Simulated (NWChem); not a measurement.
System: C₂H₅NOSi; SMILES O=C=N[SiH2]C

Excerpt of the output:

```
             Northwest Computational Chemistry Package (NWChem) 7.3.0
             --------------------------------------------------------

 CS  symmetry detected

                             Geometry "geometry" -> ""
                             -------------------------

 Output coordinates in angstroms (scale by  1.889725989 to convert to a.u.)

  No.       Tag          Charge          X              Y              Z
 ---- ---------------- ---------- -------------- -------------- --------------
    1 Si                  14.0000    -0.58298967     1.11219975     0.00000000
    2 C                    6.0000     1.00226272     2.11861491     0.00000000
    3 N                    7.0000    -0.20344637    -0.58217216     0.00000000
    4 C                    6.0000     0.03469678    -1.76648282     0.00000000
    5 O                    8.0000     0.27336363    -2.92565498     0.00000000
    6 H                    1.0000    -1.40594428     1.40178882    -1.22398125
    7 H                    1.0000    -1.40594428     1.40178882     1.22398125
    8 H                    1.0000     0.76699370     3.20275636     0.00000000
    9 H                    1.0000     1.61110440     1.89526096    -0.89878864
   10 H                    1.0000     1.61110440     1.89526096     0.89878864

 Effective nuclear repulsion energy (a.u.)     198.3212948514

      Symmetry information
      --------------------

 Group name             Cs
 Group number              2
 Group order               2
 No. of unique centers     8

                                 NWChem DFT Module
                                 -----------------

 Summary of "ao basis" -> "ao basis" (spherical)
 ------------------------------------------------------------------------------
       Tag                 Description            Shells   Functions and Types
 ---------------- ------------------------------  ------  ---------------------
 Si                          6-31g*                  8       18   4s3p1d
 C                           6-31g*                  6       14   3s2p1d
 N                           6-31g*                  6       14   3s2p1d
 O                           6-31g*                  6       14   3s2p1d
 H                           6-31g*                  2        2   2s

      Symmetry analysis of basis
      --------------------------

        a'         59
        a"         25

            General Information
            -------------------
          SCF calculation type: DFT
          Wavefunction type:  closed shell.
          No. of atoms     :    10
          No. of electrons :    46
           Alpha electrons :    23
            Beta electrons :    23
          Charge           :     0
          Spin multiplicity:     1
          Use of symmetry is: on ; symmetry adaption is: on
          Maximum number of iterations: 150
          AO basis - number of functions:    84
                     number of shells:    42
          Convergence on energy requested:  1.00D-06
          Convergence on density requested:  1.00D-05
          Convergence on gradient requested:  5.00D-04

              XC Information
              --------------
                      r^2SCAN Method XC Functional
               r^2SCAN metaGGA Exchange Functional  1.000
                     r^2SCAN Correlation Potential  1.000

             Grid Information
             ----------------
          Grid used for XC integration:  medium
          Radial quadrature: Mura-Knowles
          Angular quadrature: Lebedev.
          Tag              B.-S. Rad. Rad. Pts. Rad. Cut. Ang. Pts.
          ---              ---------- --------- --------- ---------
          Si                  1.10       88           9.0       590
          C                   0.70       49          12.0       434
          N                   0.65       49          10.0       434
          O                   0.60       49          12.0       434
          H                   0.35       45          12.0       434
          Grid pruning is: on
          Number of quadrature shells:   419
          Spatial weights used:  Erf1

      Superposition of Atomic Density Guess
      -------------------------------------

 Sum of atomic energies:        -495.67706899

      Non-variational initial energy
      ------------------------------

 Total energy =    -497.991104
 1-e energy   =   -1074.716916
 2-e energy   =     378.404518
 HOMO         =      -0.347943
 LUMO         =       0.072475

      Symmetry analysis of molecular orbitals - initial
      -------------------------------------------------

  Numbering of irreducible representations:

     1 a'          2 a"

  Orbital symmetries:

     1 a'          2 a'          3 a'          4 a'          5 a'
     6 a'          7 a'          8 a'          9 a"         10 a'
    11 a'         12 a'         13 a'         14 a'         15 a'
    16 a"         17 a'         18 a"         19 a'         20 a"
    21 a'         22 a"         23 a'         24 a'         25 a'
    26 a"         27 a'         28 a'         29 a"         30 a'
    31 a"         32 a'         33 a'

   convergence    iter        energy       DeltaE   RMS-Dens  Diis-err
 ---------------- ----- ----------------- --------- --------- ---------
 d= 0,ls=0.0,diis     1   -498.4709839084 -6.97D+02  1.55D-02  8.73D-01
 d= 0,ls=0.0,diis     2   -498.2556156265  2.15D-01  1.09D-02  3.24D+00
 d= 0,ls=0.0,diis     3   -498.5500504971 -2.94D-01  4.65D-03  2.17D-01
 d= 0,ls=0.0,diis     4   -498.5599280715 -9.88D-03  2.27D-03  1.12D-01
 d= 0,ls=0.0,diis     5   -498.5727558567 -1.28D-02  3.82D-04  1.60D-03
  Resetting Diis
 d= 0,ls=0.0,diis     6   -498.5729671127 -2.11D-04  7.87D-05  6.04D-05
 d= 0,ls=0.0,diis     7   -498.5729747695 -7.66D-06  5.93D-05  8.62D-06
 d= 0,ls=0.0,diis     8   -498.5729722487  2.52D-06  4.25D-05  2.99D-05
 d= 0,ls=0.0,diis     9   -498.5729755590 -3.31D-06  1.21D-05  3.56D-06
 d= 0,ls=0.0,diis    10   -498.5729759401 -3.81D-07  1.56D-06  3.18D-08

         Total DFT energy =     -498.572975940113
      One electron energy =    -1077.942071644613
           Coulomb energy =      430.022928736999
    Exchange-Corr. energy =      -48.975127883861
 Nuclear repulsion energy =      198.321294851362

 Numeric. integr. density =       46.000011342827

                  Occupations of the irreducible representations
                  ----------------------------------------------

                     irrep           alpha         beta
                     --------     --------     --------
                     a'               18.0         18.0
                     a"                5.0          5.0

                       DFT Final Molecular Orbital Analysis
                       ------------------------------------

 Vector   21  Occ=2.000000D+00  E=-3.221401D-01  Symmetry=a'
              MO Center=  1.6D-01,  9.5D-01, -2.3D-14, r^2= 4.3D+00
   Bfn.  Coefficient  Atom+Function         Bfn.  Coefficient  Atom+Function
  ----- ------------  ---------------      ----- ------------  ---------------
     7      0.344191   1 Si px               21     -0.324463   2 C  px
    63     -0.211870   5 O  px               25     -0.190091   2 C  px
    35      0.173881   3 N  px                3     -0.144863   1 Si px
    67     -0.141064   5 O  px               22     -0.139806   2 C  py
    39      0.122837   3 N  px                8      0.111539   1 Si py

 Vector   22  Occ=2.000000D+00  E=-2.652304D-01  Symmetry=a"
              MO Center= -2.5D-01, -9.6D-01, -1.3D-15, r^2= 3.7D+00
   Bfn.  Coefficient  Atom+Function         Bfn.  Coefficient  Atom+Function
  ----- ------------  ---------------      ----- ------------  ---------------
    37      0.428416   3 N  pz               65     -0.387479   5 O  pz
    41      0.345897   3 N  pz               69     -0.275504   5 O  pz
    76      0.190487   6 H  s                78     -0.190487   7 H  s
    75      0.121590   6 H  s                77     -0.121590   7 H  s
     9     -0.116282   1 Si pz               51      0.090688   4 C  pz

 Vector   23  Occ=2.000000D+00  E=-2.644714D-01  Symmetry=a'
              MO Center=  2.6D-02, -7.7D-01,  2.7D-15, r^2= 4.1D+00
   Bfn.  Coefficient  Atom+Function         Bfn.  Coefficient  Atom+Function
  ----- ------------  ---------------      ----- ------------  ---------------
    35      0.409638   3 N  px               63     -0.371866   5 O  px
    39      0.330425   3 N  px               67     -0.264975   5 O  px
    21      0.162470   2 C  px               22      0.130497   2 C  py
    25      0.130545   2 C  px                7     -0.126590   1 Si px
    24     -0.123301   2 C  s                76      0.098139   6 H  s

 Vector   24  Occ=0.000000D+00  E= 6.183021D-03  Symmetry=a'
              MO Center= -2.5D-01, -4.2D-01, -3.0D-15, r^2= 5.1D+00
   Bfn.  Coefficient  Atom+Function         Bfn.  Coefficient  Atom+Function
  ----- ------------  ---------------      ----- ------------  ---------------
    24      0.699978   2 C  s                12     -0.514481   1 Si py
    11     -0.498860   1 Si px               49      0.446326   4 C  px
    53      0.443079   4 C  px               63     -0.281716   5 O  px
    67     -0.282739   5 O  px               25     -0.230395   2 C  px
     7     -0.227411   1 Si px               10     -0.185595   1 Si s

 Vector   25  Occ=0.000000D+00  E= 1.474533D-02  Symmetry=a"
              MO Center= -1.2D-01, -1.1D+00, -5.5D-16, r^2= 3.5D+00
   Bfn.  Coefficient  Atom+Function         Bfn.  Coefficient  Atom+Function
  ----- ------------  ---------------      ----- ------------  ---------------
    51      0.526934   4 C  pz               55      0.517159   4 C  pz
    13     -0.421218   1 Si pz               76     -0.422808   6 H  s
    78      0.422808   7 H  s                69     -0.346140   5 O  pz
    65     -0.335293   5 O  pz                9     -0.303331   1 Si pz
    41     -0.291004   3 N  pz               37     -0.229598   3 N  pz

 Vector   26  Occ=0.000000D+00  E= 2.355343D-02  Symmetry=a'
              MO Center= -5.0D-01,  7.3D-01, -3.5D-15, r^2= 4.9D+00
   Bfn.  Coefficient  Atom+Function         Bfn.  Coefficient  Atom+Function
  ----- ------------  ---------------      ----- ------------  ---------------
    12      0.962349   1 Si py               38      0.589200   3 N  s
     8      0.402062   1 Si py               54      0.399965   4 C  py
    66      0.367494   5 O  s                11     -0.364667   1 Si px
    40      0.302376   3 N  py               80     -0.287500   8 H  s
    10     -0.238242   1 Si s                76     -0.237657   6 H  s

     Multipole analysis of the density
     ---------------------------------

     L   x y z        total         alpha         beta         nuclear
     -   - - -        -----         -----         ----         -------
     0   0 0 0     -0.000000    -23.000000    -23.000000     46.000000

     1   1 0 0      0.109930      0.054965      0.054965      0.000000
     1   0 1 0      1.058684      0.529342      0.529342      0.000000
     1   0 0 1     -0.000000     -0.000000     -0.000000      0.000000

     2   2 0 0    -27.196668    -51.832275    -51.832275     76.467882
     2   1 1 0      1.212407     -3.585838     -3.585838      8.384082
     2   1 0 1      0.000000      0.000000      0.000000      0.000000
     2   0 2 0    -30.665951   -292.432581   -292.432581    554.199212
     2   0 1 1     -0.000000     -0.000000     -0.000000      0.000000
     2   0 0 2    -27.257414    -21.863407    -21.863407     16.469399

                                 NWChem DFT Module
                                 -----------------

      Symmetry analysis of basis
      --------------------------

        a'         59
        a"         25

            General Information
            -------------------
          SCF calculation type: DFT
          Wavefunction type:  spin polarized.
          No. of atoms     :    10
          No. of electrons :    45
           Alpha electrons :    23
            Beta electrons :    22
          Charge           :     1
          Spin multiplicity:     2
          Use of symmetry is: on ; symmetry adaption is: on
          Maximum number of iterations: 150
          AO basis - number of functions:    84
                     number of shells:    42
          Convergence on energy requested:  1.00D-06
          Convergence on density requested:  1.00D-05
          Convergence on gradient requested:  5.00D-04

              XC Information
              --------------
                      r^2SCAN Method XC Functional
               r^2SCAN metaGGA Exchange Functional  1.000
                     r^2SCAN Correlation Potential  1.000

             Grid Information
             ----------------
          Grid used for XC integration:  medium
          Radial quadrature: Mura-Knowles
          Angular quadrature: Lebedev.
          Tag              B.-S. Rad. Rad. Pts. Rad. Cut. Ang. Pts.
          ---              ---------- --------- --------- ---------
          Si                  1.10       88           9.0       590
          C                   0.70       49          12.0       434
          N                   0.65       49          10.0       434
          O                   0.60       49          12.0       434
          H                   0.35       45          12.0       434
          Grid pruning is: on
          Number of quadrature shells:   419
          Spatial weights used:  Erf1

      Superposition of Atomic Density Guess
      -------------------------------------

 Sum of atomic energies:        -495.67706899

 Renormalizing density from      46.00 to     45

      Non-variational initial energy
      ------------------------------

 Total energy =    -490.901233
 1-e energy   =   -1051.353505
 2-e energy   =     362.130978
 HOMO         =      -0.612169
 LUMO         =      -0.193893

   Symmetry analysis of molecular orbitals - initial alpha
   -------------------------------------------------------

  Numbering of irreducible representations:

     1 a'          2 a"

  Orbital symmetries:

     1 a'          2 a'          3 a'          4 a'          5 a'
     6 a'          7 a'          8 a'          9 a"         10 a'
    11 a'         12 a'         13 a'         14 a'         15 a'
    16 a"         17 a'         18 a"         19 a'         20 a'
    21 a"         22 a'         23 a"         24 a'         25 a"
    26 a'         27 a'         28 a'         29 a"         30 a'
    31 a'         32 a'         33 a"

   Symmetry analysis of molecular orbitals - initial beta
   ------------------------------------------------------

  Numbering of irreducible representations:

     1 a'          2 a"

  Orbital symmetries:

     1 a'          2 a'          3 a'          4 a'          5 a'
     6 a'          7 a'          8 a'          9 a"         10 a'
    11 a'         12 a'         13 a'         14 a'         15 a'
    16 a"         17 a'         18 a"         19 a'         20 a'
    21 a"         22 a'         23 a"         24 a'         25 a"
    26 a'         27 a'         28 a'         29 a"         30 a'
    31 a'         32 a'         33 a"

[...]
```

Level: r2SCAN/6-31G* (spherical d), vertical spin-unrestricted ions. Geometry: optimised at PBE-D3(BJ)/def2-SVP.

### Question
Reconstruct the input file.

### Answer
One answer among several that fit: the input that was run:
```
start job
memory heap 200 mb stack 900 mb global 1100 mb
geometry units angstroms noautoz
  Si    -0.635538     1.069053     0.001147
  C      0.891645     2.161577     0.001044
  N     -0.162894    -0.601742     0.000149
  C      0.140365    -1.771074    -0.000595
  O      0.442757    -2.915277    -0.001321
  H     -1.473755     1.313288    -1.222368
  H     -1.472735     1.312108     1.225594
  H      0.596794     3.231052     0.001618
  H      1.511562     1.972608    -0.898062
  H      1.512247     1.971847     0.899515
end
basis spherical
  * library 6-31g*
end
dft
  xc r2scan
  iterations 150
  vectors input atomic output neutral.movecs
end
task dft energy
charge 1
dft
  odft
  mult 2
  vectors input atomic output cation.movecs
end
task dft energy
```
